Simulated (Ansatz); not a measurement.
Cost and result for the atomization energy of ClFH5NSi2, SMILES `F[SiH2]N[SiH2]Cl` (10 atoms, 9 bonds).

```xyz
10

F    -1.759    0.329   -1.970
Si   -1.505    0.112   -0.406
N     0.057    0.636    0.058
Si    1.460   -0.327    0.278
Cl    1.850   -0.684    2.268
H    -1.601   -1.340   -0.145
H    -2.534    0.914    0.291
H     0.161    1.624    0.250
H     2.654    0.366   -0.251
H     1.217   -1.631   -0.372
```

Charge 0, multiplicity 1. Geometry: relaxed with PBE0-D4/def2-TZVP. It is one conformer, not always the lowest. Program: Ansatz. Hardware: A = 2 threads of an AMD EPYC 7R13 on a shared host; B = 2 threads of an AMD EPYC 7R13 on a shared host and a share of an NVIDIA H100 80 GB. Times are those of one run each, without the atoms' runs, and a repeat can differ threefold. Electronic energies, without spin–orbit coupling; frozen cores. CCSD(T)/CBS adds CCSD(T) − MP2 in def2-TZVPP to the MP2 limit, and its time is that of the two runs behind it. T1 = 0.011. B3LYP takes the VWN-RPA correlation (the form of Gaussian; ORCA's B3LYP/G).

CCSD(T)/CBS is a level of theory with its own doubt, some kJ/mol a heavy atom from the limit and from the frozen cores, so smaller differences don't rank the functionals.

```json
{"level": "CCSD(T)/def2-TZVPP [B]", "functions": "258", "wall time": "4 s", "atomization (kJ/mol)": "3347.7", "difference from CCSD(T)/CBS": "-113.0", "per bond": "-12.6"}
{"level": "MP2/def2-QZVPP [B]", "functions": "474", "wall time": "4.1 s", "atomization (kJ/mol)": "3474.9", "difference from CCSD(T)/CBS": "14.2", "per bond": "1.6"}
{"level": "PBE-D4/def2-TZVPP (with forces) [A]", "functions": "258", "wall time": "4.1 s", "atomization (kJ/mol)": "3441.9", "difference from CCSD(T)/CBS": "-18.8", "per bond": "-2.1"}
{"level": "PBE0-D4/def2-TZVPP [A]", "functions": "258", "wall time": "5.5 s", "atomization (kJ/mol)": "3401.2", "difference from CCSD(T)/CBS": "-59.5", "per bond": "-6.6"}
{"level": "r2SCAN-D4/def2-TZVPP (with forces) [A]", "functions": "258", "wall time": "7.5 s", "atomization (kJ/mol)": "3436.0", "difference from CCSD(T)/CBS": "-24.7", "per bond": "-2.7"}
{"level": "CCSD(T)/CBS(def2)", "functions": "–", "wall time": "8.1 s", "atomization (kJ/mol)": "3460.7", "difference from CCSD(T)/CBS": "0.0", "per bond": "0.0"}
{"level": "B3LYP-D4/def2-TZVPP (with forces) [A]", "functions": "258", "wall time": "8.5 s", "atomization (kJ/mol)": "3432.9", "difference from CCSD(T)/CBS": "-27.8", "per bond": "-3.1"}
{"level": "B2PLYP/def2-TZVPP [A]", "functions": "258", "wall time": "9 s", "atomization (kJ/mol)": "3400.7", "difference from CCSD(T)/CBS": "-60.0", "per bond": "-6.7"}
{"level": "ωB97X-V/def2-TZVPP [A]", "functions": "258", "wall time": "12 s", "atomization (kJ/mol)": "3471.7", "difference from CCSD(T)/CBS": "11.0", "per bond": "1.2"}
{"level": "ωB97M-V/def2-TZVPP (with forces) [A]", "functions": "258", "wall time": "18 s", "atomization (kJ/mol)": "3461.5", "difference from CCSD(T)/CBS": "0.8", "per bond": "0.1"}
```

From PBE to PBE0 (25 % exact exchange), in def2-TZVPP and without D4, the atomization energy moves by −37.0 kJ/mol: exact exchange takes away binding that semilocal exchange gives to molecules. In def2-TZVPP, CCSD(T) changes the Hartree–Fock value by +801.2 kJ/mol (the triples alone add +44.2 kJ/mol) and MP2 by +859.5 kJ/mol; breaking electron pairs costs correlation energy, which Hartree–Fock lacks. The D4 term adds +39.8 kJ/mol with B3LYP and +20.9 kJ/mol with PBE0; it sums over pairs of atoms, weighted by their polarisabilities, and B3LYP, whose exchange is more repulsive, gets the larger term.
